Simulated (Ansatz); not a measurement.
Geometry optimisation, RKS PBE/def2-SVP in Ansatz 0.2.0.

Input:

```yaml
crystal:
  periodic: [false, false, false]
  atoms:
    - { symbol: C, position_ang: [-0.7421, 0.7712, -1.0623] }
    - { symbol: C, position_ang: [0.0588, 0.7632, -0.0528] }
    - { symbol: Ge, position_ang: [0.4826, -0.9103, 0.7588] }
    - { symbol: H, position_ang: [-1.1733, -0.0778, -1.4662] }
    - { symbol: H, position_ang: [-1.0351, 1.7624, -1.5475] }
    - { symbol: H, position_ang: [0.511, 1.6951, 0.324] }
    - { symbol: H, position_ang: [2.0691, -1.1459, 0.6542] }
    - { symbol: H, position_ang: [-0.2041, -2.0497, 0.0624] }
    - { symbol: H, position_ang: [0.1216, -0.8546, 2.3122] }
basis:
  gaussian: { orbitals: def2-SVP }
hamiltonian:
  xc: pbe
relax:
  f_tol: 0.015
  max_steps: 40
output:
  orbitals: {}
```

Run as:

```bash
$ ansatz run input.yaml --threads 1 --pin off --max-ram 2048MiB --backend cpu --events-out ev --progress --plain --runs-dir out
```

Where does it end, and by what steps?

The run converged. After 5 steps the energy has fallen by 0.335 eV; H4 moved furthest, 0.12 Å.

```tsv
step	energy less start (eV)	largest force component (eV/Å)	accepted
0	0.0000	3.786	yes
1	-0.3039	1.193	yes
2	-0.2969	0.499	no
3	-0.3339	0.063	yes
4	-0.3345	0.048	yes
5	-0.3347	0.013	yes
```

```xyz
9
Properties=species:S:1:pos:R:3
C -0.783 0.834 -1.106
C 0.064 0.756 -0.062
Ge 0.550 -0.923 0.808
H -1.262 -0.061 -1.540
H -1.038 1.799 -1.578
H 0.514 1.686 0.333
H 2.083 -1.160 0.723
H -0.195 -2.084 0.097
H 0.155 -0.895 2.310
```

Whether the end is a true minimum wasn't checked by a vibrational analysis.

Run time: 14 s on 1 thread of Arm Neoverse V2 (shared host), peak memory 0.12 GiB.
